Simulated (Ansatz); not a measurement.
Input file for Ansatz (an electronic-structure program): U-MP2/def2-TZVPP on F (SMILES [F]).

Ansatz 0.2 input:
```yaml
crystal:
  periodic: [false, false, false]
  atoms:
    - {symbol: F, position_ang: [0.00000000, 0.00000000, 0.00000000]}
basis:
  gaussian:
    orbitals: def2-TZVPP
magnetization: {spin_polarized: true, initial_magnetization: 1}
correlation: {method: mp2, electrons: outside_noble_gas}
scf: {omitted_lower_state_checks: [cluster_reference]}
```

It printed:

```
WARN ansatz: RAYON_NUM_THREADS=4 ignored (pool sized by the plan → 4); use --threads N
Functional definition: HF
these checks for a lower state are left out or cut short: cluster_reference
integrals: 0.00 GiB planned
205 factors; integrals over basis functions are off by at most 1.8e-4 eV
mean field: 0.05 GiB planned
mean field evaluation 1: about -2704.9202 eV, gradient 9.0e0 eV
mean field evaluation 2: about -2704.9209 eV, gradient 9.0e0 eV
mean field evaluation 4: about -2705.1293 eV, gradient 9.4e-1 eV
mean field evaluation 8: about -2705.1328 eV, gradient 1.4e-3 eV
mean field evaluation 16: about -2705.1328 eV, gradient 3.3e-5 eV
mean field -2705.13284638 eV, -99.4117984997 hartree, gradient 7.7e-6 eV, S^2 0.753678; 3 other end points of the search recorded, 0 dependent functions left out
1 core orbitals not correlated
reference -2705.13284638 eV, -99.4117984997 hartree; 4, 3 occupied and 26, 27 virtual orbitals, 205 factors
second order -5.38212672 eV of doubles, -0.00000000 eV of singles
Total energy: -2710.51497310 eV, -99.6095880084 hartree
Checks for a lower state left out: cluster_reference
```

Self-consistency was reached.

Cost: roughly 0.6 core-seconds.
